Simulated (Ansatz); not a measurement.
Input file for Ansatz (a first-principles code): U-PBE0/def2-TZVPP on CClF (SMILES F[C]Cl), 2S+1 = 1, a spin state set in the input, which need not be the lowest.

Ansatz 0.2 input:
```yaml
crystal:
  periodic: [false, false, false]
  atoms:
    - {symbol: F, position_ang: [-1.47907186, -0.22806119, 0.00000000]}
    - {symbol: C, position_ang: [-0.56832447, 0.69605929, 0.00000000]}
    - {symbol: Cl, position_ang: [0.98362315, -0.12492971, 0.00000000]}
basis:
  gaussian:
    orbitals: def2-TZVPP
hamiltonian:
  xc: {name: PBE0}
magnetization: {spin_polarized: true, initial_magnetization: 0}
```

The log:

```
WARN ansatz: RAYON_NUM_THREADS=2 ignored (pool sized by the plan → 2); use --threads N
Functional definition: PBE0
integrals: 0.02 GiB planned
661 factors; their error is unknown
mean field: 0.35 GiB planned
mean field evaluation 1: about -16267.0840 eV, gradient 1.3e1 eV
mean field evaluation 2: about -16266.7469 eV, gradient 1.7e1 eV
mean field evaluation 4: about -16267.5701 eV, gradient 4.7e-1 eV
mean field evaluation 8: about -16267.6154 eV, gradient 1.8e-1 eV
mean field evaluation 16: about -16267.6154 eV, gradient 3.1e-5 eV
mean field -16267.61543507 eV, -597.8238406530 hartree, gradient 2.1e-5 eV, S^2 0.000000; 1 other end points of the search recorded, 0 dependent functions left out
reference -16267.61545360 eV, -597.8238413341 hartree; 16, 16 occupied and 88, 88 virtual orbitals, 661 factors
Total energy: -16267.61545360 eV, -597.8238413341 hartree
```

The calculation finished and met its thresholds.

Cost: roughly 4 core-seconds.
